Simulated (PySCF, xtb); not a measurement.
H₆Se, SMILES [SeH6].

Harmonic wavenumbers (cm⁻¹) from GFN2-xTB (xtb 6.7.1) at its own minimum, in rising order: 945, 945, 945, 1067, 1067, 1067, 1262, 1262, 1262, 1678, 1678, 1678, 1860, 1860, 1959.

What does PBE-D3(BJ)/def2-TZVP in PySCF 2.14.0 give at its own minimum? (The exact figures need the calculation; the answer reports its results.)

1071, 1071, 1071, 1083, 1083, 1083, 1154, 1154, 1154, 1740, 1740, 1741, 1741, 1741, 1979. Paired by order, the mean absolute difference is 80 cm⁻¹ and the zero-point energies are 29.4 and 29.5 kcal/mol.
